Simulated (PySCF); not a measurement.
Isomers C6H7F:

A. `C1(F)=C[C@H]1C(=C)C`
B. SMILES C=C[C@H](F)C#CC
C. SMILES CC1(F)C=CC=C1
D. `FC1=C(CC=C)C1`

Spectrum 1. $^{1}$H NMR (400 MHz, computed): δ 6.56 (m, 2H), 6.31 (m, 2H), 1.58 (m, 3H). $^{13}$C{$^{1}$H} NMR (computed): δ 150.3 (CH), 138.3 (CH), 105.9 (C), 23.7 (CH3).

Spectrum 2. $^{1}$H NMR (400 MHz, computed): δ 5.30 (br s, 1H), 5.09 (br s, 1H), 4.90 (m, 1H), 2.68 (m, 1H), 2.05 (s, 3H). $^{13}$C{$^{1}$H} NMR (computed): δ 157.3 (C), 156.2 (C), 114.0 (CH2), 74.3 (CH), 37.4 (CH), 26.9 (CH3).

Spectrum 3. $^{1}$H NMR (400 MHz, computed): δ 5.92 (m, 1H), 5.49 (m, 1H), 5.35 (m, 1H), 3.16 (d, 2H), 1.89 (m, 2H). $^{13}$C{$^{1}$H} NMR (computed): δ 151.9 (C), 141.9 (CH), 123.4 (CH2), 83.5 (C), 33.9 (CH2), 23.4 (CH2).

Spectrum 4. $^{1}$H NMR (400 MHz, computed): δ 6.37 (m, 1H), 5.54 (m, 1H), 5.42 (dd, J = 18.2, 3.4 Hz, 1H), 5.41 (dd, J = 12.0, 1.0 Hz, 1H), 2.08 (dd, J = 8.2, 2.9 Hz, 3H). $^{13}$C{$^{1}$H} NMR (computed): δ 146.9 (CH, d, J = 26.1 Hz), 122.4 (CH2, d, J = 7.2 Hz), 95.3 (C, d, J = 8.2 Hz), 87.0 (CH, d, J = 220.4 Hz), 82.5 (C, d, J = 25.5 Hz), 4.9 (CH3).

[PySCF 2.14.0 with density-fitted response routines: J couplings at B3LYP/pcJ-1 (spin–dipole term left out of most H,H and C,H couplings); shielding tensors at PBE0/pcSseg-1 (GIAO); GFN2-xTB geometry; one conformer; non-relativistic Hamiltonian; no solvent model; fast rotation and ring inversion assumed for equivalent nuclei]

Chemical shifts δ = σref − σ; $^{1}$H, $^{13}$C vs TMS, all at this level. Multiplet labels drop J under 1 Hz and among equivalent protons, and merge close values. Unscaled 3J(H,H) run several per cent high. Splittings of carbon signals by F and P are missing where no couplings were computed. Where no couplings were computed, multiplicities follow the n + 1 count of equivalent neighbours, and m marks all less simple cases (inequivalent or close neighbours, rings, F or P nearby). Vicinal couplings that depend on rotamer populations or ring flexing (ring, CH–CH, X–H and H–F types) are those of the one conformer. One-bond C–F couplings are unscaled and too large by tens of Hz. Shifts are as computed. Against solution values, carbons near 30 ppm lie about +3 ppm off and those near 130 ppm about +5 ppm. Of 1309 compounds with measured shifts, 239 miss one by over three times the rms of a fit or turn the order of signals round; such compounds aren't used in these exercises.

Question: Which spectrum belongs to which compound?

Answer: 1–C, 2–A, 3–D, 4–B.

- Spectrum 1 (C): 4 $^{13}$C signals; δC 150.3 is an alkene CH; δC 138.3 is an alkene CH.
- Spectrum 2 (A): 6 $^{13}$C signals; δC 157.3 is a fully substituted alkene carbon; δC 156.2 is a fully substituted alkene carbon.
- Spectrum 3 (D): 6 $^{13}$C signals; δC 151.9 is a fully substituted alkene carbon; δC 141.9 is an alkene CH.
- Spectrum 4 (B): 6 $^{13}$C signals; δC 146.9 is an alkene CH; δC 122.4 is a terminal =CH2 carbon.
